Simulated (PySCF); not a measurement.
Precursor series Ti Cl-F. All species are isolated molecules in the gas phase. All members: neutral, multiplicity 1. Level: TPSSh-D3(BJ)/def2-TZVP // TPSS-D3(BJ)/def2-SVP (PySCF), beside PBE-D3(BJ)/def2-TZVP // TPSS-D3(BJ)/def2-SVP (PySCF) at the same geometries.  Orbital energies are measured against the vacuum level.

```json
[
 {"species": "[Ti(Cl)4]", "LUMO, PBE (eV)": "-4.62", "LUMO, TPSSh-D3(BJ) (eV)": "-4.31"},
 {"species": "[Ti(Cl)3(F)]", "LUMO, PBE (eV)": "-4.56", "LUMO, TPSSh-D3(BJ) (eV)": "withheld"},
 {"species": "[Ti(Cl)2(F)2]", "LUMO, PBE (eV)": "-4.48", "LUMO, TPSSh-D3(BJ) (eV)": "-4.16"},
 {"species": "[Ti(Cl)(F)3]", "LUMO, PBE (eV)": "-4.30", "LUMO, TPSSh-D3(BJ) (eV)": "-3.95"},
 {"species": "[Ti(F)4]", "LUMO, PBE (eV)": "-4.09", "LUMO, TPSSh-D3(BJ) (eV)": "-3.71"}
]
```

Task: Fit y = a + b·x, y being the LUMO at the first level, to the 4 complete rows by least squares, with x = the PBE value in eV. Give a, b and the rms residual, and predict the withheld value.

Result: Means of the 4 rows: x̄ = -4.3725, ȳ = -4.0325 eV. Σ(x − x̄)² = 0.15788 and Σ(x − x̄)(y − ȳ) = 0.17948, so b = 1.137 and a = ȳ − b·x̄ = 0.939 eV. The rms residual is 0.003 eV. At x = -4.56 the line gives -4.25 eV. The run for [Ti(Cl)3(F)] gave -4.25 eV, so the line is off by 0.00 eV, within twice the rms residual.

Codes: PySCF.
